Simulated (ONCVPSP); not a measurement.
# samarium (Sm): variants of one ONCV potential

Base potential:

* Element: Sm
* Generator: ONCVPSP 4.0.1
* Type: optimised norm-conserving Vanderbilt (ONCV)
* Functional: LDA (Perdew-Zunger)
* Relativity: scalar-relativistic
* Frozen core: [Kr] 4d10 4f5
* Valence charge: 11
* Reference configuration: 5s2 5p6 5d1 6s1.75 6p0.25
* Partial waves: 5s+6s: rc 2.10 bohr, ncon 4, nbas 7, qcut 6.2 1/bohr, 2 projectors; 5p+6p: rc 2.20 bohr, ncon 3, nbas 7, qcut 5.2 1/bohr, 2 projectors; 5d: rc 2.70 bohr, ncon 3, nbas 6, qcut 4.2 1/bohr, 2 projectors, debl 3.5 Ha
* Local potential: polynomial inside 1.80 bohr (lpopt 5, dvloc0 0 Ha)
* Core correction: none

Cutoffs, loose and tight: the cutoffs (Ha) at which the residual kinetic energy of the hardest occupied pseudo-wave falls to 1 and 0.1 mHa per electron. They do not see the model core or the augmentation charge, which bear on the density cutoff. Test errors are all-electron minus pseudo excitation energies from the reference, over the configurations 5s2 5p6 5d1 6s2 6p0; 5s2 5p6 5d1 6s1 6p0; 5s2 5p6 5d1 6s0 6p0; 5s2 5p6 5d1 6s1.5 6p0. A dash means not determined; rows that change the core or the reference have their own tests.

A true bound ghost makes a file unfit for plane-wave use even where its test errors are small: the radial tests pick states by their node count and pass the ghost by.

| change | outcome | cutoff, loose | cutoff, tight | bound ghosts | GHOST(+) flags above zero | largest test error (meV) |
| --- | --- | --- | --- | --- | --- | --- |
| base | generated | 13 Ha | 15 Ha | none | s, d | +3.0 |
| d: rc 1.86 | generated | 13 Ha | 15 Ha | none | s | +3.5 |
| d: rc 2.34 | generated | 13 Ha | 15 Ha | none | s | +3.4 |
| d: rc 3.18 | generated | 13 Ha | 15 Ha | none | s | +1.8 |
| d: rc 3.54 | generated | 13 Ha | 15 Ha | none | s | +3.2 |
| d: rc 3.94 | generated | 13 Ha | 15 Ha | none | s | +58 |

Question: What comes out with this change to the base: d: rc 2.78?

Answer: outcome: generated; cutoff, loose: 13 Ha; cutoff, tight: 15 Ha; bound ghosts: d; GHOST(+) flags above zero: s; largest test error (meV): +2.7.

Reading the sweep of the d radius (base included, trends over the rows without a ghost): The loose cutoff stays near 13 Ha. The median size of the test errors (rows with all tests solved) rises from 0.5 meV at 1.86 to 4.5 meV at 3.94 bohr, with one reversal. More of the atom is replaced by a form fitted at one configuration, so other configurations suffer as the radius grows. Bound ghosts are found at 2.78 bohr.
